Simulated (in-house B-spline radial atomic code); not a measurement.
Results of a calculation; reference values are marked as such.
**Making a Troullier-Martins s channel for Sr, r_c = 0.91 bohr**

Sr, [Kr] 5s2, non-relativistic LDA (VWN5), spherical and spin-unpolarised, from an all-electron radial atomic-structure program (B-spline basis) (atomic units). The all-electron 4s level is ε = -1.455319 hartree, its outermost node lies just inside 0.61 bohr and its outer maximum at 1.21 bohr.

Inside r_c the pseudo-orbital is u(r) = r^1 exp(p(r)), with p = c0 + c2 r² + c4 r⁴ + … + c12 r¹². The seven coefficients follow from p and its first four derivatives at r_c, from zero curvature of the screened potential at the origin, c4 = −c2²/(2l + 5), and from the norm inside r_c. At r_c the all-electron orbital has P = 0.766153, P' = 1.571104, the screened potential V = -5.872504, V' = 13.30099, V'' = -43.68417, and the norm inside is Q = 0.1314066.

Question: What are p, p' and p'' at r_c?

Answer: p = ln(P/r_c^1) = ln(0.766153/0.91) = -0.17206. p' = P'/P − 1/r_c = 2.05064 − 1.09890 = 0.95174. The radial equation gives p'' = 2(V − ε) − 2(1) p'/r_c − p'² = -8.83437 − (2.09174) − 0.90581 = -11.83191. Differentiating, p''' = 2V' + 2(1)p'/r_c² − 2(1)p''/r_c − 2p'p'' = 77.427, and p'''' = 2V'' − 4(1)p'/r_c³ + 4(1)p''/r_c² − 2(1)p'''/r_c − 2p''² − 2p'p''' = -747.11.

For a trial c2 the five matching conditions are linear in c0, c6, c8, c10 and c12, and c2 is varied until the norm inside r_c equals Q. The root nearest zero gives:

```csv
n,c_n
0,0.8263283
2,-6.984995
4,-9.758031
6,93.50158
8,-169.6364
10,127.16
12,-35.24427
```

Question: Check c4 and p(r_c), and find the screened pseudopotential at the origin.

Answer: −c2²/5 = -9.75803, as listed. The terms c_n r_c^n are 0.82633, -5.78427, -6.69157, 53.09667, -79.77196, 49.51815, -11.36541, which sum to -0.17206. Inverting the radial equation, V_l(r) = ε + 1 p'/r + (p'' + p'²)/2, so V_l(0) = ε + (2l + 3) c2 = -1.455319 + 3 × (-6.98499) = -22.4103 hartree, finite where the all-electron potential diverges.

Orbitals and screened potentials:

```
r (bohr)        P       u  V all-electron  V pseudo
   0.091   0.2645  0.1961          -293.7    -22.25
   0.228  -0.1021  0.3571          -78.67     -17.4
   0.364  -0.5076  0.3293          -35.39    -3.371
   0.501  -0.3231  0.2699          -19.36     8.721
   0.637   0.0928  0.3085          -12.09     13.24
   0.774   0.4886  0.5065           -8.18     2.904
    0.91   0.7662  0.7662          -5.873    -5.873
```

Logarithmic derivatives P'/P at R = 1.21 bohr, for energies E around ε:

```
E − ε (hartree)  all-electron      pseudo
           -0.5      0.383652    0.374055
          -0.25       0.20056    0.197729
           -0.1     0.0855904   0.0850871
              0    0.00664169  0.00664218
            0.1    -0.0742542  -0.0748395
           0.25     -0.199463   -0.203596
            0.5     -0.419356   -0.439967
```

Question: With P(R) = 0.9771376 and a norm of 0.3814734 inside R, what slope in energy does norm conservation fix?

Answer: d(P'/P)/dE = −2 × (norm inside R)/P(R)² = -0.7991 per hartree·bohr at E = ε, for both atoms, since orbital and norm agree at R. Differences over ±0.1 hartree give -0.7992 (all-electron) and -0.7996 (pseudo), which also hold third-order terms. Half a hartree below ε the two curves differ by -0.0096.
